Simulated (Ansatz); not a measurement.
Single points on (Me2B-mu-NH2)2 (C₄H₁₆B₂N₂).

```yaml
crystal:
  periodic: [false, false, false]
  atoms:
    - {symbol: B, position_ang: [0.911854, 0.230652, -0.626588]}
    - {symbol: B, position_ang: [-0.911950, -0.230309, 0.626577]}
    - {symbol: C, position_ang: [1.229364, 1.720637, -1.136046]}
    - {symbol: C, position_ang: [1.953022, -0.916816, -1.050521]}
    - {symbol: C, position_ang: [-1.954001, 0.916053, 1.051311]}
    - {symbol: C, position_ang: [-1.228117, -1.720839, 1.135290]}
    - {symbol: N, position_ang: [0.613040, 0.200240, 0.965848]}
    - {symbol: N, position_ang: [-0.613383, -0.198995, -0.965888]}
    - {symbol: H, position_ang: [2.209458, 2.071562, -0.766916]}
    - {symbol: H, position_ang: [0.477675, 2.464690, -0.813052]}
    - {symbol: H, position_ang: [1.275997, 1.767351, -2.238601]}
    - {symbol: H, position_ang: [2.034342, -1.000229, -2.148892]}
    - {symbol: H, position_ang: [1.680990, -1.918925, -0.670078]}
    - {symbol: H, position_ang: [2.969061, -0.695568, -0.678099]}
    - {symbol: H, position_ang: [1.147916, -0.491726, 1.489760]}
    - {symbol: H, position_ang: [0.710364, 1.098602, 1.437946]}
    - {symbol: H, position_ang: [-1.682963, 1.918587, 0.671257]}
    - {symbol: H, position_ang: [-2.969950, 0.694088, 0.679070]}
    - {symbol: H, position_ang: [-2.035090, 0.998894, 2.149743]}
    - {symbol: H, position_ang: [-1.274583, -1.768176, 2.237825]}
    - {symbol: H, position_ang: [-2.207952, -2.072413, 0.766087]}
    - {symbol: H, position_ang: [-0.475820, -2.464054, 0.811809]}
    - {symbol: H, position_ang: [-0.711260, -1.096949, -1.438639]}
    - {symbol: H, position_ang: [-1.148005, 0.493642, -1.489182]}
basis:
  gaussian: {orbitals: def2-TZVP, initial_orbitals: start.molden}
hamiltonian: {xc: pbe}
correlation: {method: rpa}
scf: {omitted_lower_state_checks: [starts]}
```

The file start.molden holds the orbitals of an earlier run on this structure, at another level or in another basis.

```sh
$ ansatz run in.yaml --threads 4 --pin off --events-out ev --progress --plain --max-ram 4787MiB
```

Shortened log:

```
Functional definition: PBE
2374 factors; integrals over basis functions are off by at most 1.3e-3 eV
mean field evaluation 1: about -8736.4413 eV, gradient 1.1e1 eV
mean field evaluation 2: about -8736.5889 eV, gradient 1.5e-1 eV
mean field evaluation 4: about -8736.5829 eV, gradient 2.1e-4 eV
mean field -8736.58289967 eV, -321.0634996942 hartree, gradient 2.5e-6 eV, S^2 0.000000; 0 other end points of the search recorded, 0 dependent functions left out
8 core orbitals not correlated: weight in the atoms' cores, before any rotation towards them, 1.000 or more for the frozen orbitals, at most 0.000 for the correlated occupied ones
reference -8686.58462578 eV, -319.2260970188 hartree; 24, 24 occupied and 312, 312 virtual orbitals, 2374 factors
Total energy: -8747.50066528 eV, -321.4647201803 hartree
Checks for a lower state left out: starts
```

Hardware: 4 threads of Arm Neoverse V2 on a shared host. Wall time 15 s, peak host memory 1.5 GiB.

The first input with `hamiltonian: {xc: pbe, dispersion: d4}`, `output: {forces: true, orbitals: {seedname: orbitals}}` and without the key `correlation` (abridged; 5.5 s):

```
Functional definition: PBE
mean field -8736.58311566 eV, -321.0635076317 hartree, gradient 1.3e-5 eV, S^2 0.000000
Total energy: -8737.19232306 eV, -321.0858955908 hartree
Atom 0 force     0.090132     0.022762    -0.061940 eV/Å
Atom 1 force    -0.090098    -0.022766     0.061940 eV/Å
Atom 2 force     0.046513     0.036276    -0.037004 eV/Å
Atom 3 force     0.059201    -0.009600    -0.035597 eV/Å
Atom 4 force    -0.059132     0.009578     0.035542 eV/Å
Atom 5 force    -0.046624    -0.036338     0.037066 eV/Å
Atom 6 force     0.002768     0.000928     0.004344 eV/Å
Atom 7 force    -0.002815    -0.000890    -0.004379 eV/Å
Atom 8 force    -0.052499    -0.006241    -0.022054 eV/Å
Atom 9 force     0.031211    -0.017716    -0.016094 eV/Å
Atom 10 force    -0.002934     0.009937     0.056343 eV/Å
Atom 11 force     0.001843    -0.006470     0.056872 eV/Å
Atom 12 force     0.018090     0.030117    -0.017810 eV/Å
Atom 13 force    -0.048038    -0.022773    -0.021342 eV/Å
Atom 14 force     0.023992    -0.047635     0.017379 eV/Å
Atom 15 force    -0.003940     0.054110     0.014154 eV/Å
Atom 16 force    -0.017963    -0.030154     0.017773 eV/Å
Atom 17 force     0.048043     0.022851     0.021287 eV/Å
Atom 18 force    -0.001851     0.006530    -0.056880 eV/Å
Atom 19 force     0.002899    -0.009882    -0.056337 eV/Å
Atom 20 force     0.052494     0.006313     0.022099 eV/Å
Atom 21 force    -0.031287     0.017622     0.016147 eV/Å
Atom 22 force     0.003989    -0.054128    -0.014098 eV/Å
Atom 23 force    -0.023996     0.047567    -0.017409 eV/Å
Dipole moment:    -0.000104     0.000372    -0.000012 e Å
Checks for a lower state left out: starts
```

As the first input, with `hamiltonian: {xc: {name: revPBE}, dispersion: d4}`, `output: {orbitals: {seedname: orbitals}}` and without the key `correlation` (abridged; 6 s):

```
Functional definition: revPBE
mean field -8746.04904968 eV, -321.4113742909 hartree, gradient 1.8e-5 eV, S^2 0.000000
Total energy: -8747.95614511 eV, -321.4814587550 hartree
Checks for a lower state left out: starts
```

Geometry: r2SCAN-D4/def2-SVP.

Correlated methods freeze 8 core orbitals.
